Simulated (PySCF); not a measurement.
Delta-SCF ions had no search for a lower state. 

Species: [Al(CH3)3(CO)] (charge 0, multiplicity 1).

Problem. What charge on the central atom (meta-Löwdin), mean C–O bond length of the carbonyls, HOMO, HOMO–LUMO gap and vertical ionisation energy (Delta-SCF) does M06-2X/def2-TZVP // PBE0-D3(BJ)/def2-SVP (PySCF) give?

Solution. 
The charge on the central atom (meta-Löwdin) is 0.70 e, the mean C–O bond length of the carbonyls comes out as 1.125 Å and the HOMO comes out as -8.51 eV. The HOMO–LUMO gap comes out as 7.61 eV and the vertical ionisation energy (Delta-SCF) is 9.49 eV.
